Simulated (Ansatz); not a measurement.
A run for Ansatz (a first-principles code): R-B3LYP-D3(BJ)/def2-TZVP on C2H4O (SMILES C[C]O).

Ansatz 0.2 input:
```yaml
crystal:
  periodic: [false, false, false]
  atoms:
    - {symbol: C, position_ang: [0.57150208, -0.11434886, 0.33645410]}
    - {symbol: C, position_ang: [-0.45596863, 0.94515822, 0.14383891]}
    - {symbol: O, position_ang: [-1.39837327, 0.58531053, -0.67566539]}
    - {symbol: H, position_ang: [0.39292889, -1.04487569, -0.23427321]}
    - {symbol: H, position_ang: [1.54691508, 0.30121705, 0.06732153]}
    - {symbol: H, position_ang: [0.63207885, -0.34319593, 1.40438405]}
    - {symbol: H, position_ang: [-1.28898301, -0.32926531, -1.04205998]}
basis:
  gaussian:
    orbitals: def2-TZVP
hamiltonian:
  xc: b3lyp
  dispersion: d3bj
accuracy: high
phonons: {}
scf: {lower_state_search: off}
```

The log:

```
WARN ansatz: RAYON_NUM_THREADS=4 ignored (pool sized by the plan → 4); use --threads N
Functional definition: B3LYP
these checks for a lower state are left out or cut short: stability, starts, cluster_reference, orbital_swaps, neighbouring_geometries, increment
integrals: 0.19 GiB planned
2326 factors; integrals over basis functions are off by at most 2.1e-9 eV
mean field: 0.60 GiB planned
mean field evaluation 1: about -4178.7470 eV, gradient 5.7e1 eV
mean field evaluation 2: about -4175.1997 eV, gradient 6.9e1 eV
mean field evaluation 4: about -4185.3644 eV, gradient 4.8e0 eV
mean field evaluation 8: about -4185.4109 eV, gradient 4.0e-2 eV
mean field evaluation 16: about -4185.4109 eV, gradient 8.0e-7 eV
mean field -4185.41089894 eV, -153.8110135628 hartree, gradient 8.7e-8 eV, S^2 0.000000; 0 other end points of the search recorded, 0 dependent functions left out
the calculation of the forces begins
reference -4185.41093439 eV, -153.8110148654 hartree; 12, 12 occupied and 105, 105 virtual orbitals, 2326 factors
these checks for a lower state are left out or cut short: stability, starts, cluster_reference, orbital_swaps, neighbouring_geometries, increment
integrals: 0.19 GiB planned
2326 factors; integrals over basis functions are off by at most 2.1e-9 eV
mean field: 0.60 GiB planned
mean field -4185.41075593 eV, -153.8110083073 hartree, gradient 2.4e-8 eV, S^2 0.000000; 0 other end points of the search recorded, 0 dependent functions left out
the calculation of the forces begins
reference -4185.41079138 eV, -153.8110096099 hartree; 12, 12 occupied and 105, 105 virtual orbitals, 2326 factors
these checks for a lower state are left out or cut short: stability, starts, cluster_reference, orbital_swaps, neighbouring_geometries, increment
integrals: 0.19 GiB planned
2326 factors; integrals over basis functions are off by at most 2.1e-9 eV
mean field: 0.60 GiB planned
mean field evaluation 32: about -4185.4107 eV, gradient 1.1e-7 eV
mean field -4185.41073964 eV, -153.8110077084 hartree, gradient 1.8e-8 eV, S^2 0.000000; 0 other end points of the search recorded, 0 dependent functions left out
the calculation of the forces begins
reference -4185.41077508 eV, -153.8110090110 hartree; 12, 12 occupied and 105, 105 virtual orbitals, 2326 factors
these checks for a lower state are left out or cut short: stability, starts, cluster_reference, orbital_swaps, neighbouring_geometries, increment
integrals: 0.19 GiB planned
2326 factors; integrals over basis functions are off by at most 2.1e-9 eV
mean field: 0.60 GiB planned
mean field -4185.41075136 eV, -153.8110081393 hartree, gradient 2.8e-8 eV, S^2 0.000000; 0 other end points of the search recorded, 0 dependent functions left out
the calculation of the forces begins
reference -4185.41078681 eV, -153.8110094420 hartree; 12, 12 occupied and 105, 105 virtual orbitals, 2326 factors
these checks for a lower state are left out or cut short: stability, starts, cluster_reference, orbital_swaps, neighbouring_geometries, increment
integrals: 0.19 GiB planned
2326 factors; integrals over basis functions are off by at most 2.1e-9 eV
mean field: 0.60 GiB planned
mean field -4185.41075621 eV, -153.8110083176 hartree, gradient 2.9e-8 eV, S^2 0.000000; 0 other end points of the search recorded, 0 dependent functions left out
the calculation of the forces begins
reference -4185.41079166 eV, -153.8110096200 hartree; 12, 12 occupied and 105, 105 virtual orbitals, 2326 factors
these checks for a lower state are left out or cut short: stability, starts, cluster_reference, orbital_swaps, neighbouring_geometries, increment
integrals: 0.19 GiB planned
2326 factors; integrals over basis functions are off by at most 2.1e-9 eV
mean field: 0.60 GiB planned
mean field -4185.41074574 eV, -153.8110079325 hartree, gradient 9.1e-8 eV, S^2 0.000000; 0 other end points of the search recorded, 0 dependent functions left out
the calculation of the forces begins
reference -4185.41078118 eV, -153.8110092352 hartree; 12, 12 occupied and 105, 105 virtual orbitals, 2326 factors
these checks for a lower state are left out or cut short: stability, starts, cluster_reference, orbital_swaps, neighbouring_geometries, increment
integrals: 0.19 GiB planned
2326 factors; integrals over basis functions are off by at most 2.1e-9 eV
mean field: 0.60 GiB planned
mean field -4185.41073785 eV, -153.8110076427 hartree, gradient 9.3e-8 eV, S^2 0.000000; 0 other end points of the search recorded, 0 dependent
[...]
 2.1e-8 eV, S^2 0.000000; 0 other end points of the search recorded, 0 dependent functions left out
the calculation of the forces begins
reference -4185.41093192 eV, -153.8110147746 hartree; 12, 12 occupied and 105, 105 virtual orbitals, 2326 factors
these checks for a lower state are left out or cut short: stability, starts, cluster_reference, orbital_swaps, neighbouring_geometries, increment
integrals: 0.19 GiB planned
2326 factors; integrals over basis functions are off by at most 2.1e-9 eV
mean field: 0.60 GiB planned
mean field -4185.41087633 eV, -153.8110127316 hartree, gradient 2.0e-8 eV, S^2 0.000000; 0 other end points of the search recorded, 0 dependent functions left out
the calculation of the forces begins
reference -4185.41091177 eV, -153.8110140341 hartree; 12, 12 occupied and 105, 105 virtual orbitals, 2326 factors
these checks for a lower state are left out or cut short: stability, starts, cluster_reference, orbital_swaps, neighbouring_geometries, increment
integrals: 0.19 GiB planned
2326 factors; integrals over basis functions are off by at most 2.1e-9 eV
mean field: 0.60 GiB planned
mean field -4185.41087729 eV, -153.8110127670 hartree, gradient 2.8e-8 eV, S^2 0.000000; 0 other end points of the search recorded, 0 dependent functions left out
the calculation of the forces begins
reference -4185.41091273 eV, -153.8110140696 hartree; 12, 12 occupied and 105, 105 virtual orbitals, 2326 factors
these checks for a lower state are left out or cut short: stability, starts, cluster_reference, orbital_swaps, neighbouring_geometries, increment
integrals: 0.19 GiB planned
2326 factors; integrals over basis functions are off by at most 2.1e-9 eV
mean field: 0.60 GiB planned
mean field -4185.41088545 eV, -153.8110130668 hartree, gradient 2.6e-8 eV, S^2 0.000000; 0 other end points of the search recorded, 0 dependent functions left out
the calculation of the forces begins
reference -4185.41092090 eV, -153.8110143695 hartree; 12, 12 occupied and 105, 105 virtual orbitals, 2326 factors
these checks for a lower state are left out or cut short: stability, starts, cluster_reference, orbital_swaps, neighbouring_geometries, increment
integrals: 0.19 GiB planned
2326 factors; integrals over basis functions are off by at most 2.1e-9 eV
mean field: 0.60 GiB planned
mean field evaluation 256: about -4185.4108 eV, gradient 1.1e-1 eV
mean field -4185.41081415 eV, -153.8110104466 hartree, gradient 2.7e-8 eV, S^2 0.000000; 0 other end points of the search recorded, 0 dependent functions left out
the calculation of the forces begins
reference -4185.41084960 eV, -153.8110117494 hartree; 12, 12 occupied and 105, 105 virtual orbitals, 2326 factors
these checks for a lower state are left out or cut short: stability, starts, cluster_reference, orbital_swaps, neighbouring_geometries, increment
integrals: 0.19 GiB planned
2326 factors; integrals over basis functions are off by at most 2.1e-9 eV
mean field: 0.60 GiB planned
mean field -4185.41078941 eV, -153.8110095374 hartree, gradient 4.1e-8 eV, S^2 0.000000; 0 other end points of the search recorded, 0 dependent functions left out
the calculation of the forces begins
reference -4185.41082485 eV, -153.8110108398 hartree; 12, 12 occupied and 105, 105 virtual orbitals, 2326 factors
these checks for a lower state are left out or cut short: stability, starts, cluster_reference, orbital_swaps, neighbouring_geometries, increment
integrals: 0.19 GiB planned
2326 factors; integrals over basis functions are off by at most 2.1e-9 eV
mean field: 0.60 GiB planned
mean field -4185.41086982 eV, -153.8110124924 hartree, gradient 3.7e-8 eV, S^2 0.000000; 0 other end points of the search recorded, 0 dependent functions left out
the calculation of the forces begins
reference -4185.41090526 eV, -153.8110137949 hartree; 12, 12 occupied and 105, 105 virtual orbitals, 2326 factors
these checks for a lower state are left out or cut short: stability, starts, cluster_reference, orbital_swaps, neighbouring_geometries, increment
integrals: 0.19 GiB planned
2326 factors; integrals over basis functions are off by at most 2.1e-9 eV
mean field: 0.60 GiB planned
mean field -4185.41089665 eV, -153.8110134786 hartree, gradient 3.5e-8 eV, S^2 0.000000; 0 other end points of the search recorded, 0 dependent functions left out
the calculation of the forces begins
reference -4185.41093210 eV, -153.8110147813 hartree; 12, 12 occupied and 105, 105 virtual orbitals, 2326 factors
these checks for a lower state are left out or cut short: stability, starts, cluster_reference, orbital_swaps, neighbouring_geometries, increment
integrals: 0.19 GiB planned
2326 factors; integrals over basis functions are off by at most 2.1e-9 eV
mean field: 0.60 GiB planned
mean field -4185.41079627 eV, -153.8110097895 hartree, gradient 1.3e-8 eV, S^2 0.000000; 0 other end points of the search recorded, 0 dependent functions left out
the calculation of the forces begins
reference -4185.41083170 eV, -153.8110110916 hartree; 12, 12 occupied and 105, 105 virtual orbitals, 2326 factors
these checks for a lower state are left out or cut short: stability, starts, cluster_reference, orbital_swaps, neighbouring_geometries, increment
integrals: 0.19 GiB planned
2326 factors; integrals over basis functions are off by at most 2.1e-9 eV
mean field: 0.60 GiB planned
mean field evaluation 288: about -4185.4107 eV, gradient 1.5e-1 eV
mean field -4185.41079780 eV, -153.8110098458 hartree, gradient 1.5e-8 eV, S^2 0.000000; 0 other end points of the search recorded, 0 dependent functions left out
the calculation of the forces begins
reference -4185.41083326 eV, -153.8110111489 hartree; 12, 12 occupied and 105, 105 virtual orbitals, 2326 factors
these checks for a lower state are left out or cut short: stability, starts, cluster_reference, orbital_swaps, neighbouring_geometries, increment
integrals: 0.19 GiB planned
2326 factors; integrals over basis functions are off by at most 2.1e-9 eV
mean field: 0.60 GiB planned
mean field -4185.41086463 eV, -153.8110123017 hartree, gradient 8.1e-9 eV, S^2 0.000000; 0 other end points of the search recorded, 0 dependent functions left out
the calculation of the forces begins
reference -4185.41090007 eV, -153.8110136040 hartree; 12, 12 occupied and 105, 105 virtual orbitals, 2326 factors
these checks for a lower state are left out or cut short: stability, starts, cluster_reference, orbital_swaps, neighbouring_geometries, increment
integrals: 0.19 GiB planned
2326 factors; integrals over basis functions are off by at most 2.1e-9 eV
mean field: 0.60 GiB planned
mean field -4185.41088323 eV, -153.8110129852 hartree, gradient 7.9e-9 eV, S^2 0.000000; 0 other end points of the search recorded, 0 dependent functions left out
the calculation of the forces begins
reference -4185.41091868 eV, -153.8110142881 hartree; 12, 12 occupied and 105, 105 virtual orbitals, 2326 factors
Total energy: -4185.55694237 eV, -153.8163805598 hartree
Atom 0 at     0.571502    -0.114349     0.336454 Å, force    -0.000019    -0.000145    -0.000091 eV/Å
Atom 1 at    -0.455969     0.945158     0.143839 Å, force     0.000462    -0.000285    -0.000094 eV/Å
Atom 2 at    -1.398373     0.585311    -0.675665 Å, force    -0.000558     0.000135    -0.000114 eV/Å
Atom 3 at     0.392929    -1.044876    -0.234273 Å, force     0.000097     0.000137     0.000106 eV/Å
Atom 4 at     1.546915     0.301217     0.067322 Å, force    -0.000034     0.000078     0.000154 eV/Å
Atom 5 at     0.632079    -0.343196     1.404384 Å, force     0.000036     0.000028     0.000035 eV/Å
Atom 6 at    -1.288983    -0.329265    -1.042060 Å, force     0.000016     0.000053     0.000005 eV/Å
Dipole moment:     0.205029    -0.613607    -0.155718 e Å
Vibrations: 145.47 538.84 747.48 912.75 982.13 1063.68 1327.82 1354.33 1371.19 1429.85 1468.45 2895.77 3062.84 3084.60 3290.46 cm⁻¹, zero-point energy 1.467704 eV
Checks for a lower state left out: stability, starts, cluster_reference, orbital_swaps, neighbouring_geometries, increment
```

The run converged.

Cost: around 6 core-minutes (rough).
